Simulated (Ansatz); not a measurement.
System: CCl, net charge 0, doublet state. 
Structure (B3LYP-D3(BJ)/def2-TZVP (Ansatz, an electronic-structure program) minimum search):
```xyz
2

C      0.0000     0.0000    -1.2243
Cl     0.0000     0.0000     0.4321
```
Charge 0, spin multiplicity 2.

Basis-set convergence of Hartree-Fock and MP2 correlation energies (hartree) with Ansatz. Valence correlation only, unless marked. UHF or UKS for open shells. Spin-orbit coupling is left out. Non-relativistic.

| basis | functions | E(HF) | E(corr, MP2) |
|---|---|---|---|
| def2-SVP | 32 | -497.04395 | -0.21737 |
| def2-TZVPP | 73 | -497.25306 | -0.29190 |
| def2-QZVPP | 127 | -497.26728 | -0.31889 |

Extrapolating the two largest sets (X = 3 and 4) as X^-3: E(corr) = (64·(-0.31889) - 27·(-0.29190))/37 = -0.3386 Eh, an estimate of the basis-set limit. The largest set recovers 94.2 % of it, the smallest 64.2 %.
